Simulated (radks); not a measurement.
Values are calculated unless marked as measured or tabulated.
Problem. Cd XVI, 33 electrons, occupied as [Ar] 3d10 4s2 4p3 (the NIST ground configuration). Code: a radial shooting solver on a logarithmic mesh with Libxc functionals. Model: Dirac Kohn-Sham, exchange-only PBE, spin-unpolarised, spherical densities, finite nucleus; open shells fill j = l - 1/2 first; Fermi nuclear charge, rms radius 4.6087 fm. Some entries of the table are withheld. Estimate them.

orbital  occ.  eigenvalue (eV)  r(max) (bohr)
1s1/2       2              (1)        0.01968
2s1/2       2        -4302.795            (2)
2p1/2       2        -4032.289        0.08594
2p3/2       4        -3839.559        0.09027
3s1/2       2        -1086.405         0.3228
3p1/2       2        -978.1381            (3)
3p3/2       4        -943.0868            (4)
3d3/2       4              (5)            (6)
3d5/2       6              (7)            (8)
4s1/2       2        -418.1855         0.7532
4p1/2       2        -379.2657         0.7694
4p3/2       1        -370.8873         0.7876

Solution. 
(1) 1s1/2 eigenvalue (eV): -26880.50
(2) 2s1/2 r(max) (bohr): 0.1113
(3) 3p1/2 r(max) (bohr): 0.3090
(4) 3p3/2 r(max) (bohr): 0.3188
(5) 3d3/2 eigenvalue (eV): -752.4910
(6) 3d3/2 r(max) (bohr): 0.2617
(7) 3d5/2 eigenvalue (eV): -745.2770
(8) 3d5/2 r(max) (bohr): 0.2646
